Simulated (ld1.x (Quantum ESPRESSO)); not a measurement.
**Reading a pseudo-wave (boron)**

Columns: radius, all-electron u(r) and pseudo u(r) of the 2s shell (level -9.36 eV) of boron in the configuration [He] 2s2 2p1; PBEsol, scalar-relativistic, PAW scheme, ld1.x (Quantum ESPRESSO) 7.5.

```json
{"r (bohr)": "0.188", "all-electron": "0.3031", "pseudo": "-0.1457"}
{"r (bohr)": "0.375", "all-electron": "0.1231", "pseudo": "-0.2844"}
{"r (bohr)": "0.562", "all-electron": "-0.1412", "pseudo": "-0.4111"}
{"r (bohr)": "0.750", "all-electron": "-0.3734", "pseudo": "-0.5214"}
{"r (bohr)": "0.938", "all-electron": "-0.5450", "pseudo": "-0.6110"}
{"r (bohr)": "1.125", "all-electron": "-0.6554", "pseudo": "-0.6769"}
{"r (bohr)": "1.312", "all-electron": "-0.7144", "pseudo": "-0.7181"}
{"r (bohr)": "1.500", "all-electron": "-0.7339", "pseudo": "-0.7340"}
{"r (bohr)": "1.688", "all-electron": "-0.7244", "pseudo": "-0.7244"}
{"r (bohr)": "1.875", "all-electron": "-0.6955", "pseudo": "-0.6955"}
{"r (bohr)": "2.062", "all-electron": "-0.6542", "pseudo": "-0.6542"}
{"r (bohr)": "2.250", "all-electron": "-0.6057", "pseudo": "-0.6057"}
{"r (bohr)": "2.438", "all-electron": "-0.5538", "pseudo": "-0.5538"}
{"r (bohr)": "2.625", "all-electron": "-0.5018", "pseudo": "-0.5018"}
{"r (bohr)": "2.812", "all-electron": "-0.4511", "pseudo": "-0.4511"}
{"r (bohr)": "3.000", "all-electron": "-0.4027", "pseudo": "-0.4027"}
{"r (bohr)": "3.188", "all-electron": "-0.3575", "pseudo": "-0.3575"}
{"r (bohr)": "3.375", "all-electron": "-0.3161", "pseudo": "-0.3161"}
{"r (bohr)": "3.562", "all-electron": "-0.2786", "pseudo": "-0.2786"}
{"r (bohr)": "3.750", "all-electron": "-0.2446", "pseudo": "-0.2446"}
{"r (bohr)": "3.938", "all-electron": "-0.2142", "pseudo": "-0.2142"}
{"r (bohr)": "4.125", "all-electron": "-0.1873", "pseudo": "-0.1873"}
{"r (bohr)": "4.312", "all-electron": "-0.1635", "pseudo": "-0.1635"}
{"r (bohr)": "4.500", "all-electron": "-0.1423", "pseudo": "-0.1423"}
{"r (bohr)": "4.688", "all-electron": "-0.1238", "pseudo": "-0.1238"}
{"r (bohr)": "4.875", "all-electron": "-0.1076", "pseudo": "-0.1076"}
```

(1) How many radial nodes do the two functions have?

(2) At about which radius was the pseudo-wave matched?

(3) Is the pseudo-wave norm-conserving?

Answers

(1) The all-electron 2s function has n − l − 1 = 1; the pseudo-wave has 0, since the states of the same l below it are removed with the core.

(2) 1.55 bohr, where the columns begin to agree (steps of 0.19 bohr).

(3) No, it belongs to a PAW set: the norm inside the radius is not constrained, and the difference is carried by the augmentation charge.
